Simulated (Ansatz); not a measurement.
Relaxation of C₂H₅FOSi (10 atoms, charge 0, multiplicity 1), to a largest force component of 0.02 eV/Å in at most 50 steps.

Method: Ansatz, UKS B3LYP/def2-SVP.

```xyz
10
Properties=species:S:1:pos:R:3:forces:R:3
F -2.170 -0.080 -0.530 -2.65 -0.32 -1.37
Si -0.934 0.214 0.368 2.28 1.03 1.89
C 0.305 -1.123 0.231 2.99 -0.05 0.92
O 1.119 -0.389 -0.787 -1.78 0.00 0.91
C 0.509 0.913 -0.577 1.46 0.67 1.17
H -1.236 0.788 1.716 -0.43 -0.11 -0.23
H 0.995 -1.280 1.129 -0.89 0.02 -0.57
H 0.017 -2.073 -0.126 -0.38 -1.66 -0.66
H 1.206 1.557 0.057 -0.65 -0.30 -0.60
H 0.271 1.423 -1.477 0.05 0.72 -1.46
```

Problem. Where does it end, and by what steps?

Solution. The run converged. After 16 steps the energy has fallen by 0.526 eV; O4 moved furthest, 0.72 Å.

```
step  energy less start (eV)  largest force component (eV/Å)  accepted
   0                  0.0000                           2.994       yes
   1                 -0.4080                           1.478       yes
   2                 -0.4887                           0.339       yes
   3                 -0.4984                           0.122       yes
   4                 -0.5040                           0.140       yes
   5                 -0.5053                           0.103       yes
   6                 -0.4966                           0.595        no
   7                 -0.5103                           0.058       yes
   8                 -0.5125                           0.178       yes
   9                 -0.5143                           0.116       yes
  10                 -0.5152                           0.329       yes
  11                 -0.5012                           0.334        no
  12                 -0.5216                           0.313       yes
  13                 -0.5096                           0.457        no
  14                 -0.5256                           0.021       yes
  15                 -0.5258                           0.055       yes
  16                 -0.5260                           0.014       yes
```

```xyz
10
Properties=species:S:1:pos:R:3
F -2.378 0.070 -0.274
Si -0.906 0.224 0.410
C 0.365 -1.170 0.242
O 1.333 -0.159 -0.135
C 0.526 0.958 -0.587
H -1.132 0.774 1.775
H 0.712 -1.727 1.127
H 0.179 -1.892 -0.577
H 0.989 1.914 -0.292
H 0.396 0.957 -1.687
```

Whether the end is a true minimum wasn't checked by a vibrational analysis.

Time of the run: 2.2 min on 2 threads of Intel(R) Xeon(R) Processor @ 2.50GHz (Skylake/Cascade Lake) (shared host), peak memory 0.29 GiB.
